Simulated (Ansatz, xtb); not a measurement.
Relative energy of two isomers of C5H9BF2

Structure X: `C/C=C(\CC)B(F)F`, a singlet. Structure Y: `CCC/C=C/B(F)F`, a singlet. Both are isolated molecules in the gas phase, relaxed with r2SCAN-D4/def2-SVP; the shapes shown needn't be the lowest conformers.

X (Å):

```xyz
17

C    -2.9832    0.6682   -1.4927
C    -1.9757    1.2727   -0.5752
C    -0.8821    0.6848   -0.0290
C    -0.4847   -0.7575   -0.2435
C    -0.8547   -1.6413    0.9518
B    -0.0127    1.5436    0.9191
F     1.0815    1.0467    1.4907
F    -0.3019    2.8091    1.2098
H    -2.7892   -0.3885   -1.7208
H    -3.9932    0.7472   -1.0543
H    -3.0257    1.2282   -2.4433
H    -2.1543    2.3262   -0.3179
H     0.6076   -0.8072   -0.3964
H    -0.9421   -1.1621   -1.1613
H    -0.5211   -2.6800    0.8006
H    -0.3836   -1.2687    1.8756
H    -1.9448   -1.6512    1.1132
```

Y (Å):

```
atom    x (Å)    y (Å)    z (Å)
   C  -0.5711   0.3026  -2.0855
   C  -1.0652   1.4946  -1.2746
   C  -2.0660   1.1079  -0.1724
   C  -1.4638   0.2364   0.8792
   C  -1.8890  -0.9910   1.2465
   B  -1.1686  -1.7942   2.3450
   F  -0.1014  -1.3107   2.9755
   F  -1.5728  -3.0046   2.7134
   H  -0.0484  -0.4294  -1.4489
   H  -1.4106  -0.2240  -2.5693
   H   0.1263   0.6180  -2.8769
   H  -0.2074   2.0184  -0.8143
   H  -1.5474   2.2301  -1.9412
   H  -2.4269   2.0356   0.3117
   H  -2.9480   0.6121  -0.6147
   H  -0.5775   0.6503   1.3859
   H  -2.7671  -1.4159   0.7418
```

Quicker runs give these differences E(Y) − E(X): GFN2-xTB +3.63 kJ/mol; HF/STO-3G −1.53 kJ/mol (at GFN2-xTB geometries); r2SCAN-D4/def2-SVP//GFN2-xTB +3.94 kJ/mol.

Question: Which of the two would you expect CCSD(T)/def2-SVP + ΔMP2/def2-TZVPP electronic energies to favour?

Answer: Too close to call at this level: CCSD(T)/def2-SVP + ΔMP2/def2-TZVPP gives E(Y) − E(X) = +2.73 kJ/mol.

Level by level:

| level | geometry | E(Y) − E(X) (kJ/mol) | departure from the last row (kJ/mol) | job, with rough time for the two |
| --- | --- | --- | --- | --- |
| GFN2-xTB | GFN2-xTB | +3.63 | +0.90 | optimisation, 0.21 s |
| HF/STO-3G | GFN2-xTB | −1.53 | −4.26 | single point, 0.36 s |
| r2SCAN-D4/def2-SVP//GFN2-xTB | GFN2-xTB | +3.94 | +1.21 | single point, 4.4 s |
| r2SCAN-D4/def2-SVP | r2SCAN-D4/def2-SVP | +7.43 | +4.70 | optimisation, 85 s |
| HF/def2-SVP | r2SCAN-D4/def2-SVP | −2.87 | −5.60 | part of the CCSD(T) run |
| MP2/def2-SVP | r2SCAN-D4/def2-SVP | +4.05 | +1.33 | part of the CCSD(T) run |
| CCSD(T)/def2-SVP | r2SCAN-D4/def2-SVP | +2.71 | −0.01 | single point |
| CCSD(T)/def2-SVP + ΔMP2/def2-TZVPP | r2SCAN-D4/def2-SVP | +2.73 |  | single point, 2.3 min |

As drawn, both hold the same kinds of bond in the same numbers. Structure X has 2 methyl groups, Y 1.

The largest departure from CCSD(T)/def2-SVP + ΔMP2/def2-TZVPP is that of HF/def2-SVP, 5.60 kJ/mol. The last row adds to CCSD(T) the change of the MP2 difference between the two basis sets, here +0.01 kJ/mol.

With thermal terms from frequencies at re-optimised GFN2-xTB minima (ideal gas, soft modes damped towards free rotors, one conformer each, 298.15 K, 1 atm): the zero-point term adds +1.12 kJ/mol; ΔH is +3.06 and ΔG +4.09 kJ/mol.

The correlated steps freeze 8 core orbitals. Codes used: Ansatz 0.2.0, xtb 6.7.1; the last row on 4 threads of Arm Neoverse V2 on a shared host.
